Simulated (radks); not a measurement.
The numbers below are computed, except where a source is named.
Coulomb parameter of the 4f shell of the promethium ion Pm+ in the model configuration [Xe] 4f4 5d1 6s1, as a second difference U = [E(n + 0.5) + E(n - 0.5) - 2 E(n)] / (0.5)^2 with all orbitals relaxed. "Bare": the charge of the atom changes with n. "Screened": the 5d shell takes up the change at fixed total charge, which measures U(4f,4f) + U(5d,5d) - 2 U(4f,5d). Code: a radial shooting solver on a logarithmic mesh with Libxc functionals. Model: scalar-relativistic Kohn-Sham, r2SCAN, spin-unpolarised, spherical densities, finite nucleus; meta-GGA in the generalised Kohn-Sham scheme; Fermi nuclear charge, rms radius 4.962 fm.

case,configuration,E - E(n) (eV)
start,[Xe] 4f4 5d1 6s1,0.000
bare +0.5,[Xe] 4f4.5 5d1 6s1,-4.911
bare -0.5,[Xe] 4f3.5 5d1 6s1,8.631
screened +0.5,[Xe] 4f4.5 5d0.5 6s1,-1.933
screened -0.5,[Xe] 4f3.5 5d1.5 6s1,3.100

U(bare) = 14.878 eV, U(screened by 5d) = 4.666 eV, against the Slater integral F0(4f,4f) = 26.601 eV with frozen orbitals.
